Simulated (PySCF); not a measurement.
# A PySCF run on KC

State: ⁴Σ⁻ (quartet), unpaired electrons σ ↑, π ↑↑.

An equivalent input (the run itself took its basis sets from the Basis Set Exchange, started from a PBE0 density and held the occupation σ 8α 7β, πx 3α 2β, πy 3α 2β):

```python
from pyscf import gto, scf, cc
mol = gto.M(atom='K 0 0 0; C 0 0 2.549', basis={'K': 'def2-TZVPP', 'C': 'def2-TZVPP'},
            charge=0, spin=3, verbose=4, symmetry='C2v')
mf = scf.UHF(mol)
mf.irrep_nelec = {'A1': (8, 7), 'B1': (3, 2), 'B2': (3, 2)}
mf.conv_tol = 1e-9
mf.max_cycle = 60
mf.diis_space = 10
mf.kernel()
mycc = cc.CCSD(mf, frozen=[[0, 1, 2, 3, 4, 5, 63], [0, 1, 2, 3, 4, 5, 63]])
mycc.run(conv_tol=1e-7, conv_tol_normt=1e-5, max_cycle=80, diis_space=8)
et = mycc.ccsd_t()
```

The SCF ended at -636.89753041 hartree. The coupled-cluster part of the log:

```
******** <class 'pyscf.cc.uccsd.UCCSD'> ********
CC2 = 0
CCSD nocc = (8, 5), nmo = (57, 57)
frozen orbitals [[0, 1, 2, 3, 4, 5, 63], [0, 1, 2, 3, 4, 5, 63]]
max_cycle = 80
direct = 0
conv_tol = 1e-07
conv_tol_normt = 1e-05
diis_space = 8
diis_start_cycle = 0
diis_start_energy_diff = 1e+09
Init t2, MP2 energy = -0.247763607688926
Init E_corr(UCCSD) = -0.247763607690713
cycle = 1  E_corr(UCCSD) = -0.269173461792764  dE = -0.0214098541  norm(t1,t2) = 0.0479045
cycle = 2  E_corr(UCCSD) = -0.272953397591214  dE = -0.0037799358  norm(t1,t2) = 0.0185422
cycle = 3  E_corr(UCCSD) = -0.274742957277405  dE = -0.00178955969  norm(t1,t2) = 0.0118655
cycle = 4  E_corr(UCCSD) = -0.275056772331522  dE = -0.000313815054  norm(t1,t2) = 0.00524116
cycle = 5  E_corr(UCCSD) = -0.274898906268142  dE = 0.000157866063  norm(t1,t2) = 0.00307827
cycle = 6  E_corr(UCCSD) = -0.274893679036203  dE = 5.22723194e-06  norm(t1,t2) = 0.00122728
cycle = 7  E_corr(UCCSD) = -0.274919822099089  dE = -2.61430629e-05  norm(t1,t2) = 0.000651913
cycle = 8  E_corr(UCCSD) = -0.274917365603367  dE = 2.45649572e-06  norm(t1,t2) = 0.000273192
cycle = 9  E_corr(UCCSD) = -0.274914972135686  dE = 2.39346768e-06  norm(t1,t2) = 0.000116582
cycle = 10  E_corr(UCCSD) = -0.274914528801816  dE = 4.43333871e-07  norm(t1,t2) = 4.085e-05
cycle = 11  E_corr(UCCSD) = -0.274914962458197  dE = -4.33656382e-07  norm(t1,t2) = 1.66425e-05
cycle = 12  E_corr(UCCSD) = -0.274915018917247  dE = -5.64590493e-08  norm(t1,t2) = 6.32098e-06
UCCSD converged
E(UCCSD) = -637.1724454291952  E_corr = -0.2749150189172468
UCCSD(T) correction = -0.00586080384217477
```

T1 diagnostic 0.013, D1 0.053, 13 electrons correlated, 1 of the virtual orbitals (those above 20 hartree) left out.

Repeating this along the bond gives Re = 2.570 Å and ωe = 360 cm⁻¹.

A point of this curve took 13 CPU seconds beside 0.15 for the integrals, on Arm Neoverse V1 (shared host).

Correlated steps freeze 6 core orbitals. The state was picked by a PBE0 search and need not be the measured ground state.
